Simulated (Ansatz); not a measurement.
This geometry of Cl2FHSi + H2O (8 atoms, charge 0, multiplicity 1) is a first-order saddle point.

Method: Ansatz 0.2.0, RKS B3LYP-D4/def2-SVP.

```xyz
8
Properties=species:S:1:pos:R:3
Si -0.600 0.175 0.013
F -0.171 -1.669 -0.316
Cl -0.938 0.441 -2.010
Cl -0.455 2.203 0.631
H -1.678 -0.288 0.896
H 0.908 -1.187 0.017
O 1.115 -0.159 0.471
H 1.819 0.484 0.297
```

Problem. Which two structures does it join? (They come from a converged band through this point; their orientation in space is the band's.)

Solution. Bonds broken: Si1–F2, H6–O7. Bonds formed: Si1–O7, F2–H6. Cl2FHSi + H2O becomes Cl2H2OSi + FH.

Image 0:

```xyz
8
Properties=species:S:1:pos:R:3
Si -0.896 0.195 -0.457
F 0.061 -0.858 -1.234
Cl -2.498 0.490 -1.721
Cl 0.097 1.995 -0.299
H -1.402 -0.319 0.818
H 1.599 -1.141 0.508
O 1.246 -0.580 1.214
H 1.793 0.218 1.171
```

Image 6:

```xyz
8
Properties=species:S:1:pos:R:3
Si -0.590 0.578 0.085
F 0.312 -2.396 -0.230
Cl -1.021 0.646 -1.922
Cl -0.735 2.492 0.843
H -1.486 -0.337 0.800
H 0.842 -1.661 0.015
O 0.974 0.044 0.324
H 1.703 0.633 0.086
```

Problem. How far does it lie above each of them?

Solution. 1.09 eV above the first and 0.78 eV above the second. This is the barrier of this one path; another mechanism may lie lower. The orbitals stay closed-shell, which can raise the energy where a bond breaks towards radicals; this wasn't checked here.

Time of the run: 3.7 min on 2 threads of Arm Neoverse V1 (shared host), peak memory 0.29 GiB.
